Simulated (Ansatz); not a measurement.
**Molecular dynamics of BGe₂H₆N**

input.yaml

```yaml
crystal:
  periodic: [false, false, false]
  atoms:
    - { symbol: Ge, position_ang: [-1.225355, 1.055307, -0.911958] }
    - { symbol: Ge, position_ang: [-0.843665, -0.026886, 1.347584] }
    - { symbol: B, position_ang: [1.807051, -1.755307, 0.219074] }
    - { symbol: "N", position_ang: [1.441177, -0.557499, 0.600547] }
    - { symbol: H, position_ang: [0.048918, 1.824443, -1.333535] }
    - { symbol: H, position_ang: [-2.350788, 2.103831, -0.804723] }
    - { symbol: H, position_ang: [-1.581478, 0.110561, -2.074559] }
    - { symbol: H, position_ang: [-1.257897, -1.474363, 0.881396] }
    - { symbol: H, position_ang: [2.037921, -1.611014, 1.482747] }
    - { symbol: H, position_ang: [2.007215, 0.279727, 0.596427] }
basis:
  gaussian: { orbitals: def2-SVP }
hamiltonian:
  xc: hf
md:
  timestep: 0.5
  n_steps: 200
  ensemble: nve
  temperature: 100.0
  initial_velocities: maxwell_boltzmann
  seed: 7363
```

Launched with:

```bash
$ ansatz run input.yaml --threads 2 --pin off --max-ram 3072MiB --backend cpu --events-out ev --progress --plain --runs-dir out
```

It starts at the highest image of a converged band. Of that band: Neighbouring images differ by up to 3.7 eV, so the band resolves the path poorly. A vibrational analysis at the climbing image gives one clearly imaginary mode, 1664i cm⁻¹: a first-order saddle point.

Output, in part (one step line in 3, the closing report, with atoms numbered from 0):

```
md step     0: t =     0.00 fs  T =   100.0 K  F+E_penalty+E_count = -115174.92224709 eV  E_kin = 0.103408 eV  conserved = -115174.81883909 eV  (72 SCF iters)
md step     3: t =     1.50 fs  T =    88.1 K  F+E_penalty+E_count = -115174.90976472 eV  E_kin = 0.091059 eV  conserved = -115174.81870525 eV  (32 SCF iters)
md step     6: t =     3.00 fs  T =    67.6 K  F+E_penalty+E_count = -115174.88841503 eV  E_kin = 0.069899 eV  conserved = -115174.81851598 eV  (32 SCF iters)
md step     9: t =     4.50 fs  T =    62.9 K  F+E_penalty+E_count = -115174.88343244 eV  E_kin = 0.064999 eV  conserved = -115174.81843312 eV  (32 SCF iters)
md step    12: t =     6.00 fs  T =    86.5 K  F+E_penalty+E_count = -115174.90778603 eV  E_kin = 0.089399 eV  conserved = -115174.81838702 eV  (32 SCF iters)
md step    15: t =     7.50 fs  T =   147.0 K  F+E_penalty+E_count = -115174.97019799 eV  E_kin = 0.151996 eV  conserved = -115174.81820189 eV  (42 SCF iters)
md step    18: t =     9.00 fs  T =   274.9 K  F+E_penalty+E_count = -115175.10188473 eV  E_kin = 0.284283 eV  conserved = -115174.81760177 eV  (41 SCF iters)
md step    21: t =    10.50 fs  T =   553.8 K  F+E_penalty+E_count = -115175.38992715 eV  E_kin = 0.572724 eV  conserved = -115174.81720341 eV  (41 SCF iters)
md step    24: t =    12.00 fs  T =  1023.8 K  F+E_penalty+E_count = -115175.87927257 eV  E_kin = 1.058657 eV  conserved = -115174.82061593 eV  (40 SCF iters)
md step    27: t =    13.50 fs  T =  1350.2 K  F+E_penalty+E_count = -115176.21884400 eV  E_kin = 1.396265 eV  conserved = -115174.82257859 eV  (36 SCF iters)
md step    30: t =    15.00 fs  T =  1533.7 K  F+E_penalty+E_count = -115176.40438967 eV  E_kin = 1.585948 eV  conserved = -115174.81844130 eV  (36 SCF iters)
md step    33: t =    16.50 fs  T =  1734.8 K  F+E_penalty+E_count = -115176.61964886 eV  E_kin = 1.793878 eV  conserved = -115174.82577057 eV  (36 SCF iters)
md step    36: t =    18.00 fs  T =  1417.7 K  F+E_penalty+E_count = -115176.28563851 eV  E_kin = 1.466033 eV  conserved = -115174.81960518 eV  (37 SCF iters)
md step    39: t =    19.50 fs  T =  1172.5 K  F+E_penalty+E_count = -115176.03018853 eV  E_kin = 1.212438 eV  conserved = -115174.81775047 eV  (39 SCF iters)
md step    42: t =    21.00 fs  T =  1269.4 K  F+E_penalty+E_count = -115176.13314807 eV  E_kin = 1.312652 eV  conserved = -115174.82049638 eV  (38 SCF iters)
md step    45: t =    22.50 fs  T =  1308.8 K  F+E_penalty+E_count = -115176.18172104 eV  E_kin = 1.353367 eV  conserved = -115174.82835403 eV  (38 SCF iters)
md step    48: t =    24.00 fs  T =   730.2 K  F+E_penalty+E_count = -115175.56831598 eV  E_kin = 0.755067 eV  conserved = -115174.81324928 eV  (38 SCF iters)
md step    51: t =    25.50 fs  T =   767.2 K  F+E_penalty+E_count = -115175.61876108 eV  E_kin = 0.793379 eV  conserved = -115174.82538249 eV  (37 SCF iters)
md step    54: t =    27.00 fs  T =   667.9 K  F+E_penalty+E_count = -115175.51151150 eV  E_kin = 0.690661 eV  conserved = -115174.82085095 eV  (38 SCF iters)
md step    57: t =    28.50 fs  T =   431.2 K  F+E_penalty+E_count = -115175.26263730 eV  E_kin = 0.445907 eV  conserved = -115174.81673066 eV  (39 SCF iters)
md step    60: t =    30.00 fs  T =   585.0 K  F+E_penalty+E_count = -115175.42242228 eV  E_kin = 0.604946 eV  conserved = -115174.81747652 eV  (39 SCF iters)
md step    63: t =    31.50 fs  T =  1016.2 K  F+E_penalty+E_count = -115175.87498933 eV  E_kin = 1.050876 eV  conserved = -115174.82411337 eV  (38 SCF iters)
md step    66: t =    33.00 fs  T =  1026.6 K  F+E_penalty+E_count = -115175.88286654 eV  E_kin = 1.061564 eV  conserved = -115174.82130249 eV  (40 SCF iters)
md step    69: t =    34.50 fs  T =  1164.1 K  F+E_penalty+E_count = -115176.02609453 eV  E_kin = 1.203756 eV  conserved = -115174.82233860 eV  (39 SCF iters)
md step    72: t =    36.00 fs  T =  1290.7 K  F+E_penalty+E_count = -115176.16119531 eV  E_kin = 1.334699 eV  conserved = -115174.82649596 eV  (38 SCF iters)
md step    75: t =    37.50 fs  T =   845.8 K  F+E_penalty+E_count = -115175.69128643 eV  E_kin = 0.874602 eV  conserved = -115174.81668464 eV  (40 SCF iters)
md step    78: t =    39.00 fs  T =   899.0 K  F+E_penalty+E_count = -115175.74633225 eV  E_kin = 0.929632 eV  conserved = -115174.81670072 eV  (40 SCF iters)
md step    81: t =    40.50 fs  T =  1473.0 K  F+E_penalty+E_count = -115176.34793550 eV  E_kin = 1.523215 eV  conserved = -115174.82472084 eV  (39 SCF iters)
md step    84: t =    42.00 fs  T =  1659.9 K  F+E_penalty+E_count = -115176.53918619 eV  E_kin = 1.716456 eV  conserved = -115174.82273045 eV  (38 SCF iters)
md step    87: t =    43.50 fs  T =  1647.4 K  F+E_penalty+E_count = -115176.52397776 eV  E_kin = 1.703510 eV  conserved = -115174.82046812 eV  (38 SCF iters)
md step    90: t =    45.00 fs  T =  1609.8 K  F+E_penalty+E_count = -115176.48835927 eV  E_kin = 1.664680 eV  conserved = -115174.82367966 eV  (39 SCF iters)
md step    93: t =    46.50 fs  T =  1196.4 K  F+E_penalty+E_count = -115176.05642120 eV  E_kin = 1.237199 eV  conserved = -115174.81922186 eV  (41 SCF iters)
md step    96: t =    48.00 fs  T =   901.0 K  F+E_penalty+E_count = -115175.74988743 eV  E_kin = 0.931710 eV  conserved = -115174.81817708 eV  (42 SCF iters)
md step    99: t =    49.50 fs  T =   871.9 K  F+E_penalty+E_count = -115175.72278246 eV  E_kin = 0.901652 eV  conserved = -115174.82113095 eV  (39 SCF iters)
md step   102: t =    51.00 fs  T =   729.2 K  F+E_penalty+E_count = -115175.57926291 eV  E_kin = 0.754035 eV  conserved = -115174.82522752 eV  (38 SCF iters)
md step   105: t =    52.50 fs  T =   365.5 K  F+E_penalty+E_count = -115175.19220454 eV  E_kin = 0.377945 eV  conserved = -115174.81425927 eV  (38 SCF iters)
md step   108: t =    54.00 fs  T =   618.0 K  F+E_penalty+E_count = -115175.46281601 eV  E_kin = 0.639046 eV  conserved = -115174.82377033 eV  (38 SCF iters)
md step   111: t =    55.50 fs  T =   745.2 K  F+E_penalty+E_count = -115175.59121060 eV  E_kin = 0.770597 eV  conserved = -115174.82061316 eV  (41 SCF iters)
md step   114: t =    57.00 fs  T =   828.2 K  F+E_penalty+E_count = -115175.67468861 eV  E_kin = 0.856406 eV  conserved = -115174.81828240 eV  (42 SCF iters)
md step   117: t =    58.50 fs  T =  1156.1 K  F+E_penalty+E_count = -115176.01448549 eV  E_kin = 1.195502 eV  conserved = -115174.81898399 eV  (40 SCF iters)
md step   120: t =    60.00 fs  T =  1596.7 K  F+E_penalty+E_count = -115176.47676088 eV  E_kin = 1.651124 eV  conserved = -115174.82563668 eV  (39 SCF iters)
md step   123: t =    61.50 fs  T =  1499.1 K  F+E_penalty+E_count = -115176.37128620 eV  E_kin = 1.550147 eV  conserved = -115174.82113961 eV  (40 SCF iters)
md step   126: t =    63.00 fs  T =  1354.1 K  F+E_penalty+E_count = -115176.22143583 eV  E_kin = 1.400245 eV  conserved = -115174.82119064 eV  (41 SCF iters)
md step   129: t =    64.50 fs  T =  1245.8 K  F+E_penalty+E_count = -115176.11109326 eV  E_kin = 1.288267 eV  conserved = -115174.82282641 eV  (41 SCF iters)
md step   132: t =    66.00 fs  T =   934.2 K  F+E_penalty+E_count = -115175.78377944 eV  E_kin = 0.966082 eV  conserved = -115174.81769767 eV  (39 SCF iters)
md step   135: t =    67.50 fs  T =   992.1 K  F+E_penalty+E_count = -115175.84303189 eV  E_kin = 1.025887 eV  conserved = -115174.81714472 eV  (39 SCF iters)
md step   138: t =    69.00 fs  T =  1464.6 K  F+E_penalty+E_count = -115176.33794447 eV  E_kin = 1.514523 eV  conserved = -115174.82342128 eV  (40 SCF iters)
md step   141: t =    70.50 fs  T =  1621.0 K  F+E_penalty+E_count = -115176.50025524 eV  E_kin = 1.676248 eV  conserved = -115174.82400742 eV  (55 SCF iters)
md step   144: t =    72.00 fs  T =  1452.4 K  F+E_penalty+E_count = -115176.32162298 eV  E_kin = 1.501897 eV  conserved = -115174.81972618 eV  (40 SCF iters)
md step   147: t =    73.50 fs  T =  1311.1 K  F+E_penalty+E_count = -115176.17921860 eV  E_kin = 1.355733 eV  conserved = -115174.82348576 eV  (40 SCF iters)
md step   150: t =    75.00 fs  T =   879.2 K  F+E_penalty+E_count = -115175.72849297 eV  E_kin = 0.909201 eV  conserved = -115174.81929244 eV  (41 SCF iters)
md step   153: t =    76.50 fs  T =   592.4 K  F+E_penalty+E_count = -115175.42912698 eV  E_kin = 0.612635 eV  conserved = -115174.81649233 eV  (42 SCF iters)
md step   156: t =    78.00 fs  T =   762.3 K  F+E_penalty+E_count = -115175.60879978 eV  E_kin = 0.788310 eV  conserved = -115174.82048983 eV  (42 SCF iters)
md step   159: t =    79.50 fs  T =   909.7 K  F+E_penalty+E_count = -115175.76510423 eV  E_kin = 0.940714 eV  conserved = -115174.82439069 eV  (41 SCF iters)
md step   162: t =    81.00 fs  T =   896.1 K  F+E_penalty+E_count = -115175.74284626 eV  E_kin = 0.926683 eV  conserved = -115174.81616313 eV  (42 SCF iters)
md step   165: t =    82.50 fs  T =  1246.2 K  F+E_penalty+E_count = -115176.11380503 eV  E_kin = 1.288661 eV  conserved = -115174.82514360 eV  (42 SCF iters)
md step   168: t =    84.00 fs  T =  1197.8 K  F+E_penalty+E_count = -115176.05907206 eV  E_kin = 1.238673 eV  conserved = -115174.82039947 eV  (41 SCF iters)
md step   171: t =    85.50 fs  T =  1119.0 K  F+E_penalty+E_count = -115175.97485933 eV  E_kin = 1.157150 eV  conserved = -115174.81770912 eV  (43 SCF iters)
md step   174: t =    87.00 fs  T =  1350.1 K  F+E_penalty+E_count = -115176.21743602 eV  E_kin = 1.396115 eV  conserved = -115174.82132063 eV  (42 SCF iters)
md step   177: t =    88.50 fs  T =  1460.8 K  F+E_penalty+E_count = -115176.33758228 eV  E_kin = 1.510615 eV  conserved = -115174.82696692 eV  (41 SCF iters)
md step   180: t =    90.00 fs  T =  1142.8 K  F+E_penalty+E_count = -115175.99904579 eV  E_kin = 1.181767 eV  conserved = -115174.81727885 eV  (41 SCF iters)
md step   183: t =    91.50 fs  T =  1161.9 K  F+E_penalty+E_count = -115176.02407564 eV  E_kin = 1.201510 eV  conserved = -115174.82256610 eV  (42 SCF iters)
md step   186: t =    93.00 fs  T =  1161.0 K  F+E_penalty+E_count = -115176.02095647 eV  E_kin = 1.200517 eV  conserved = -115174.82043924 eV  (40 SCF iters)
md step   189: t =    94.50 fs  T =  1263.1 K  F+E_penalty+E_count = -115176.12495879 eV  E_kin = 1.306124 eV  conserved = -115174.81883453 eV  (40 SCF iters)
md step   192: t =    96.00 fs  T =  1614.8 K  F+E_penalty+E_count = -115176.49258385 eV  E_kin = 1.669870 eV  conserved = -115174.82271365 eV  (42 SCF iters)
md step   195: t =    97.50 fs  T =  1711.3 K  F+E_penalty+E_count = -115176.59589944 eV  E_kin = 1.769618 eV  conserved = -115174.82628160 eV  (41 SCF iters)
md step   198: t =    99.00 fs  T =  1367.1 K  F+E_penalty+E_count = -115176.23058328 eV  E_kin = 1.413729 eV  conserved = -115174.81685466 eV  (40 SCF iters)
md step   200: t =   100.00 fs  T =  1328.4 K  F+E_penalty+E_count = -115176.19560106 eV  E_kin = 1.373689 eV  conserved = -115174.82191182 eV  (59 SCF iters)
Total energy: -115176.19560106 eV, -4232.6471191095 hartree
Atom 0 at    -1.244121     1.076691    -0.935437 Å, force    -0.238211    -0.110122     0.048982 eV/Å
Atom 1 at    -0.997203    -0.054902     1.381077 Å, force    -0.441456    -0.469180    -0.512693 eV/Å
Atom 2 at     1.524205    -1.720501     0.178932 Å, force     2.976962     3.671018     1.214808 eV/Å
Atom 3 at     2.492922    -0.605146     0.574854 Å, force    -4.287028    -4.576660    -2.755699 eV/Å
Atom 4 at     0.140294     1.595172    -1.374710 Å, force    -0.033796    -0.034461     0.020044 eV/Å
Atom 5 at    -2.184420     2.321033    -0.899432 Å, force     0.153598    -0.275568     0.121087 eV/Å
Atom 6 at    -1.781954     0.134156    -2.043707 Å, force     0.099265     0.143915     0.166327 eV/Å
Atom 7 at    -2.073138    -1.238400     1.142118 Å, force     0.325274     0.599496     0.038926 eV/Å
Atom 8 at     2.185974    -0.153848     1.364667 Å, force    -1.163425     1.504251     2.146628 eV/Å
Atom 9 at     3.450636    -0.658239     0.624767 Å, force     2.608816    -0.452688    -0.488410 eV/Å
Dipole moment:     0.553749     0.111960     0.347184 e Å
```

The run went to its last step. The conserved energy stayed within 1.1 meV per atom of its start (net change -0.31 meV per atom), so the integration is sound. The system heated up, since it started high on the potential surface and ran downhill. A run of 0.1 ps of so small a system gives no equilibrium averages. The orbitals stay closed-shell, which can raise the energy where a bond breaks towards radicals; this wasn't checked here.

The step under study would form N4–H9 and break B3–H9. These pairs go: N4–H9 1.50 → 0.96 Å, B3–H9 1.29 → 2.07 Å. In the last frame they stand as after the step (other bonds may differ from the relaxed reactants and products). It ends as BH2N + Ge2H4. Pairs count as bonded within 1.25 times the sum of covalent radii (0.12 Å more for H–H).

Last frame:

```xyz
10
Properties=species:S:1:pos:R:3
Ge -1.244 1.077 -0.935
Ge -0.997 -0.055 1.381
B 1.524 -1.720 0.179
N 2.493 -0.605 0.575
H 0.140 1.595 -1.375
H -2.184 2.321 -0.899
H -1.782 0.134 -2.044
H -2.073 -1.238 1.142
H 2.186 -0.154 1.365
H 3.451 -0.658 0.625
```

Time of the run: 15 min on 2 threads of Arm Neoverse N1 (shared host), peak memory 0.31 GiB.
